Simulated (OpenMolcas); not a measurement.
## Ta⁺: input and output

Input:

```
&GATEWAY
Coord
1

Ta 0.0 0.0 0.0
Basis=ANO-R2
Group=XYZ
NoMove
AngMom=0.0 0.0 0.0
AMFI
&SEWARD
* reference wave functions (RASSCF and RASSI steps not shown): 4 electrons in 6 orbitals (5d 6s)
>>> COPY JOB001 $Project.JobIph
&CASPT2
Multistate=15 1 2 3 4 5 6 7 8 9 10 11 12 13 14 15
Frozen=14 16
IPEA=0.15
MaxIter=60
WThr=0.0 0.3 0.05
PrWF=0.5
NoMix
>>> COPY JOB002 $Project.JobIph
&CASPT2
Multistate=26 1 2 3 4 5 6 7 8 9 10 11 12 13 14 15 16 17 18 19 20 21 22
23 24 25 26
Frozen=14 16
IPEA=0.15
MaxIter=60
WThr=0.0 0.3 0.05
PrWF=0.5
NoMix
>>> COPY JOB003 $Project.JobIph
&CASPT2
Multistate=14 1 2 3 4 5 6 7 8 9 10 11 12 13 14
Frozen=14 16
IPEA=0.15
MaxIter=60
WThr=0.0 0.3 0.05
PrWF=0.5
NoMix
```

Launched by
```bash
OMP_NUM_THREADS=1 MOLCAS_MEM=2252 MOLCAS_PROJECT=a pymolcas a.inp > a.log  # once for each step of the input, in one work folder
```

Output, cut to the results:

```
--- CASPT2 ---
Orbital specifications:
      -----------------------

      Symmetry species                           1   2
                                                ag  au
      Frozen orbitals                           14  16
      Inactive orbitals                          1   3
      Active orbitals                            6   0
      Secondary orbitals                        21  20
      Deleted orbitals                           0   0
      Number of basis functions                 42  39
Type of calculation                        MS-CASPT2
      Fock operator                              state-specific
      IPEA shift                                 0.15
      Real shift                                 0.00
      Imaginary shift                            0.00
      The input orbitals will be transformed to quasi-canonical
Reference energy:      -15599.9663248222
      E2 (Non-variational):      -0.2515870662
      E2 (Variational):          -0.2515870569
      Total energy:          -15600.2179118791
      Residual norm:              0.0000003156
      Reference weight:           0.93794
      Contributions to the CASPT2 correlation energy
      Active & Virtual Only:         -0.0292831617
      One Inactive Excited:          -0.1025939333
      Two Inactive Excited:          -0.1197099712
Reference energy:      -15599.9663248222
      E2 (Non-variational):      -0.2514301060
      E2 (Variational):          -0.2514300972
      Total energy:          -15600.2177549194
      Residual norm:              0.0000002949
      Reference weight:           0.93814
      Contributions to the CASPT2 correlation energy
      Active & Virtual Only:         -0.0292097934
      One Inactive Excited:          -0.1025390739
      Two Inactive Excited:          -0.1196812387
::    CASPT2 Root  1     Total energy: -15600.21791188
::    CASPT2 Root  2     Total energy: -15600.21775492
::    CASPT2 Root  3     Total energy: -15600.21795872
::    CASPT2 Root  4     Total energy: -15600.21756801
::    CASPT2 Root  5     Total energy: -15600.21651177
::    CASPT2 Root  6     Total energy: -15600.21854700
::    CASPT2 Root  7     Total energy: -15600.21815511
::    CASPT2 Root  8     Total energy: -15600.18128150
::    CASPT2 Root  9     Total energy: -15600.18128151
::    CASPT2 Root 10     Total energy: -15600.18128150
::    CASPT2 Root 11     Total energy: -15600.15770577
::    CASPT2 Root 12     Total energy: -15600.15770909
::    CASPT2 Root 13     Total energy: -15600.15770459
::    CASPT2 Root 14     Total energy: -15600.15770864
::    CASPT2 Root 15     Total energy: -15600.15770381
::    MS-CASPT2 Root  1     Total energy: -15600.21932603
::    MS-CASPT2 Root  2     Total energy: -15600.21849203
::    MS-CASPT2 Root  3     Total energy: -15600.21799650
::    MS-CASPT2 Root  4     Total energy: -15600.21790168
::    MS-CASPT2 Root  5     Total energy: -15600.21747111
::    MS-CASPT2 Root  6     Total energy: -15600.21715378
::    MS-CASPT2 Root  7     Total energy: -15600.21614826
::    MS-CASPT2 Root  8     Total energy: -15600.18126845
::    MS-CASPT2 Root  9     Total energy: -15600.18125213
::    MS-CASPT2 Root 10     Total energy: -15600.18124219
::    MS-CASPT2 Root 11     Total energy: -15600.15771029
::    MS-CASPT2 Root 12     Total energy: -15600.15770976
::    MS-CASPT2 Root 13     Total energy: -15600.15770608
::    MS-CASPT2 Root 14     Total energy: -15600.15770311
::    MS-CASPT2 Root 15     Total energy: -15600.15770242
--- CASPT2 ---
Orbital specifications:
      -----------------------

      Symmetry species                           1   2
                                                ag  au
      Frozen orbitals                           14  16
      Inactive orbitals                          1   3
      Active orbitals                            6   0
      Secondary orbitals                        21  20
      Deleted orbitals                           0   0
      Number of basis functions                 42  39
Type of calculation                        MS-CASPT2
      Fock operator                              state-specific
      IPEA shift                                 0.15
      Real shift                                 0.00
      Imaginary shift                            0.00
      The input orbitals will be transformed to quasi-canonical
Reference energy:      -15599.9404302998
      E2 (Non-variational):      -0.2679836868
      E2 (Variational):          -0.2679836218
      Total energy:          -15600.2084139216
      Residual norm:              0.0000008338
      Reference weight:           0.91492
      Contributions to the CASPT2 correlation energy
      Active & Virtual Only:         -0.0414827707
      One Inactive Excited:          -0.1019520917
      Two Inactive Excited:          -0.1245488245
Reference energy:      -15599.9404302998
      E2 (Non-variational):      -0.2679830662
      E2 (Variational):          -0.2679830011
      Total energy:          -15600.2084133010
      Residual norm:              0.0000008335
      Reference weight:           0.91493
      Contributions to the CASPT2 correlation energy
      Active & Virtual Only:         -0.0414820453
      One Inactive Excited:          -0.1019521965
      Two Inactive Excited:          -0.1245488244
::    CASPT2 Root  1     Total energy: -15600.20841392
::    CASPT2 Root  2     Total energy: -15600.20841330
::    CASPT2 Root  3     Total energy: -15600.20841354
::    CASPT2 Root  4     Total energy: -15600.20511208
::    CASPT2 Root  5     Total energy: -15600.20519566
::    CASPT2 Root  6     Total energy: -15600.20528082
::    CASPT2 Root  7     Total energy: -15600.20499618
::    CASPT2 Root  8     Total energy: -15600.20514325
::    CASPT2 Root  9     Total energy: -15600.20506119
::    CASPT2 Root 10     Total energy: -15600.20516606
::    CASPT2 Root 11     Total energy: -15600.17005602
::    CASPT2 Root 12     Total energy: -15600.17019743
...
```

Levels above the lowest, from the spin-orbit matrix with the single-state CASPT2 energies, averaged by term, on its diagonal:

| Configuration | Term | J | E (eV) | Measured (eV) | g | Term weight % | Second |
| --- | --- | --- | --- | --- | --- | --- | --- |
| 5d³ 6s | ⁵F | 1 | 0.0000 | 0.0000 | -0.002 | 100 |  |
| 5d³ 6s | ⁵F | 2 | 0.1064 | 0.1279 | 0.997 | 99 |  |
| 5d³ 6s | ⁵F | 3 | 0.267 | 0.3276 | 1.246 | 98 |  |
| 5d³ 6s | ³P | 0 | 0.354 |  |  | 97 | 3 5d⁴ ⁵D |
| 5d² 6s² | ³F | 2 | 0.419 | 0.3943 | 0.742 | 85 | 8 5d³ 6s ¹D |
| 5d³ 6s | ³P | 1 | 0.461 |  | 1.569 | 91 | 7 ⁵P |
| 5d³ 6s | ⁵F | 4 | 0.469 | 0.5475 | 1.341 | 96 | 3 ³G |
| 5d³ 6s | ³P | 2 | 0.575 |  | 1.290 | 56 | 19 ¹D |
| 5d² 6s² | ³F | 3 | 0.693 | 0.8470 | 1.082 | 97 |  |
| 5d³ 6s | ⁵F | 5 | 0.700 | 0.7671 | 1.385 | 92 | 8 ³G |
| 5d² 6s² | ³F | 4 | 0.995 | 1.2084 | 1.243 | 91 | 3 5d³ 6s ¹G |
| 5d³ 6s | ³F | 2 | 1.009 |  | 1.052 | 37 | 32 ¹D |
| 5d³ 6s | ⁵P | 1 | 1.336 |  | 2.431 | 93 | 6 ³P |
| 5d³ 6s | ³F | 3 | 1.437 |  | 0.949 | 58 | 41 ³G |
| 5d³ 6s | ⁵P | 2 | 1.490 |  | 1.494 | 64 | 23 ³F |
| 5d³ 6s | ⁵P | 3 | 1.564 |  | 1.668 | 100 |  |
| 5d³ 6s | ¹G | 4 | 1.581 |  | 1.048 | 78 | 14 ³F |

Against the 7 measured excited levels shown (NIST Handbook of Basic Atomic Spectroscopic Data) the mean absolute deviation is 710 cm-1; the largest miss in energy is 5d² 6s² ³F₄: computed 0.995, measured 1.2084 eV (-17.6 %).

Term energies are means over components that CASPT2 splits; among the terms shown or strongly mixed into the levels shown the widest spread is 450 cm-1 (5d³ 6s ⁵F). Some high roots are left out of the spin-orbit mixing, which shifts the levels that they would mix with. Terms from blocks run as CI alone lack orbitals of their own. Configurations are named by rounded mean occupations; where the s occupation lies near a half they are strongly mixed, a name can repeat and a true partner stay unpaired. A single d shell beside an s shell can misplace configurations of different d count against each other. The CASPT2 spread within a term exceeds the gap to the next term for 5d³ 6s ³F and 5d³ 6s ¹G, so the order of their levels is uncertain. Measured partners are found by configuration, term and J. A level has none where our copy of the source lacks it or the pairing is in doubt (some pairs that miss far off the trend of their configuration count as doubtful), and it then counts in no deviation. Only configurations of the active space appear. The first state left out of the spin-orbit step lies near 16000 cm-1 above the lowest spin-free state of the reference (among the parities and spins computed), and the list stops at four fifths of that energy or lower.

The CASPT2 steps took 16 s on 1 thread of Intel(R) Xeon(R) 6975P-C (Granite Rapids) (shared host); the integral step is not counted.

The term weight is that of the spin-free term in the level, not the purity of its configuration.
